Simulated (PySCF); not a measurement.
**PbSe⁺: frontier orbitals**

M06-2X at R = 2.604 Å; PySCF, scalar-relativistic core potentials, basis sets Pb def2-SVP with ECP60, Se def2-SVP. State: ²Π (doublet), unpaired electrons π ↑. Only the outer orbitals are listed, counted within each symmetry, core potentials removing the inner ones.

| spin | orbital | occ. | ε (eV) | on Pb (%) | main shells (%) |
| --- | --- | --- | --- | --- | --- |
| α | 10σ | 1 | -25.99 | 12 | 86 Se s, 9 Pb s |
| α | 11σ | 1 | -20.85 | 82 | 82 Pb s, 11 Se s |
| α | 6π | 1 | -14.58 | 8 | 92 Se p |
| α | 12σ | 1 | -14.18 | 35 | 64 Se p, 27 Pb p |
| α | 6π | 1 | -13.63 | 12 | 88 Se p, 10 Pb p |
| α | 7π | 0 | -7.70 | 92 | 93 Pb p |
| α | 7π | 0 | -7.48 | 89 | 89 Pb p, 10 Se p |
| α | 13σ | 0 | -5.00 | 81 | 78 Pb p, 22 Se p |
| β | 10σ | 1 | -24.63 | 20 | 78 Se s, 17 Pb s |
| β | 11σ | 1 | -20.64 | 77 | 76 Pb s, 18 Se s |
| β | 12σ | 1 | -13.85 | 37 | 61 Se p, 31 Pb p |
| β | 6π | 1 | -13.12 | 16 | 83 Se p, 15 Pb p |
| β | 6π | 0 | -9.10 | 49 | 50 Se p, 48 Pb p |
| β | 7π | 0 | -7.45 | 85 | 85 Pb p, 15 Se p |
| β | 7π | 0 | -6.95 | 52 | 52 Pb p, 48 Se p |

Which are the highest filled and the lowest empty level, where do they sit, and how wide is the gap?

Highest filled β 6π at -13.12 eV (in %: 83 Se p, 15 Pb p); lowest empty β 6π at -9.10 eV (in %: 50 Se p, 48 Pb p); the gap at M06-2X is 4.02 eV. Both belong to one degenerate shell, split only by its one-sided filling, so this is no excitation gap.

* bond order (Mayer): 1.46
* ⟨S²⟩: 0.758
* charge on Pb (Mulliken, basis-dependent): 1.02
* charge on Pb (Löwdin, basis-dependent): 0.86
* dipole moment (positive dipole points towards Se; it is taken about the centre of mass and depends on that origin): -2.98 D

Spin–orbit coupling is left out, which matters for elements this heavy, above all for dissociation energies. The state is the lowest determinant that a PBE0 search found; another state may lie lower at other levels.
